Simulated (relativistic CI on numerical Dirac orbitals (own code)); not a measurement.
## Radial parameters of Er LI

These numbers are calculated, not measured: Dirac-Coulomb-Breit CI, orbitals from a KLI potential per configuration, QED by a radiative potential, unscaled Slater integrals (own radial code, finite nucleus).

Slater integrals F^k, G^k are unscaled and averaged over j, outside the closed core [Ne]; ζ comes from projecting the Hamiltonian with its Breit term on Σ l·s of the shell.

- 3s²3p⁵3d: ζ(3p) = 1.2353e+06, F^2(3p,3d) = 482870, G^1(3p,3d) = 504300, G^3(3p,3d) = 339850, ζ(3d) = 168870 cm⁻¹; <r>(3p) = 0.2048, <r^2>(3p) = 0.04855, <r>(3d) = 0.1816, <r^2>(3d) = 0.03809 (bohr units).
- 3s3p⁶3d: G^2(3s,3d) = 383820, ζ(3d) = 169600 cm⁻¹; <r>(3s) = 0.2094, <r^2>(3s) = 0.05006, <r>(3d) = 0.1817, <r^2>(3d) = 0.03814 (bohr units).
- 3s²3p⁵4s: ζ(3p) = 1.2478e+06, G^1(3p,4s) = 64362 cm⁻¹; <r>(3p) = 0.2038, <r^2>(3p) = 0.04811, <r>(4s) = 0.3947, <r^2>(4s) = 0.1755 (bohr units).

Averages of the first 10 configurations, taken without configuration mixing, which lowers the lowest level and can move excited configurations by several eV; other configurations of the list can lie among them:

```tsv
Configuration	Parity	States	Average energy above the lowest level (eV)
3s²3p⁶	even	1	0.4
3s²3p⁵3d	odd	60	337.8
3s3p⁶3d	even	20	682.5
3s²3p⁵4s	odd	12	2078.2
3s²3p⁵4p	even	36	2209.2
3s²3p⁵4d	odd	60	2349.1
3p⁶3d4p	odd	60	3236.5
3s3p⁶4s	even	4	2424.8
3p⁶3d²	even	45	1375.6
3p⁵3d³	odd	720	1710.9
```
